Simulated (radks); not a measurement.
Question: All-electron atom: Nd3+ in [Xe] 4f3. Method: scalar-relativistic Kohn-Sham, LDA (Slater exchange, Perdew-Wang correlation), spin-unpolarised, spherical densities, finite nucleus; Fermi nuclear charge, rms radius 4.9123 fm; computed with a radial shooting solver on a logarithmic mesh with Libxc functionals. Some entries of the table are withheld. Estimate them.

| orbital | occ. | eigenvalue (hartree) | r(max) (bohr) | <1/r> (bohr^-1) |
|---|---|---|---|---|
| 1s | 2 | -1594.363 | 0.01511 | 65.98 |
| 2s | 2 | (1) | 0.08558 | 15.24 |
| 2p | 6 | -231.6725 | 0.06894 | 14.38 |
| 3s | 2 | -57.06167 | 0.2440 | 5.554 |
| 3p | 6 | -48.47861 | 0.2389 | 5.251 |
| 3d | 10 | -36.53230 | (2) | 4.985 |
| 4s | 2 | -12.24131 | 0.5648 | (3) |
| 4p | 6 | -9.42186 | 0.5893 | 2.150 |
| 4d | 10 | (4) | 0.6172 | 1.883 |
| 5s | 2 | -2.48718 | 1.300 | (5) |
| 5p | 6 | -1.77275 | 1.461 | 0.7959 |
| 4f | 3 | -1.14360 | 0.6498 | 1.342 |

Answer: 
(1) 2s eigenvalue (hartree): -258.8784
(2) 3d r(max) (bohr): 0.1960
(3) 4s <1/r> (bohr^-1): 2.333
(4) 4d eigenvalue (hartree): -5.40911
(5) 5s <1/r> (bohr^-1): 0.9256
